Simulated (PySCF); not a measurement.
Species: sum formula Si₂NH₆, net charge 0, doublet state. It need not be the lowest isomer of its formula. 
Coordinates optimised at B3LYP-D3(BJ)/def2-TZVP (Ansatz):
```
Si
N 1 1.7247
H 2 1.0075 1 120.71
H 2 1.0079 3 111.26 1 -149.88
H 1 1.4825 2 107.14 3 172.68
H 1 1.4938 5 106.29 2 -124.24
Si 1 2.3397 5 111.03 6 -118.55
H 7 1.4875 1 114.64 5 85.55
H 7 1.4883 8 108.86 1 -127.35
```
Charge 0, spin multiplicity 2.

Dispersion corrections to the total energy (kcal/mol) from the dftd3 and dftd4 libraries through PySCF: D3(BJ) without and D4 with the three-body term, each with the damping fitted for the functional named.

```json
[
 {"functional": "TPSS", "D3(BJ)": "-5.55", "D4": "(withheld)"},
 {"functional": "HSE06", "D3(BJ)": "-3.14", "D4": "-3.32"},
 {"functional": "LC-wPBE", "D3(BJ)": "-4.37", "D4": "-4.70"},
 {"functional": "B3LYP", "D3(BJ)": "-7.91", "D4": "(withheld)"},
 {"functional": "PW6B95", "D3(BJ)": "-2.58", "D4": "-3.51"},
 {"functional": "PBE", "D3(BJ)": "-4.29", "D4": "(withheld)"},
 {"functional": "revPBE", "D3(BJ)": "-10.37", "D4": "-11.87"}
]
```

Task: What belongs in the gaps?

Result: 
- TPSS, D4: -5.63
- B3LYP, D4: -6.80
- PBE, D4: -4.18
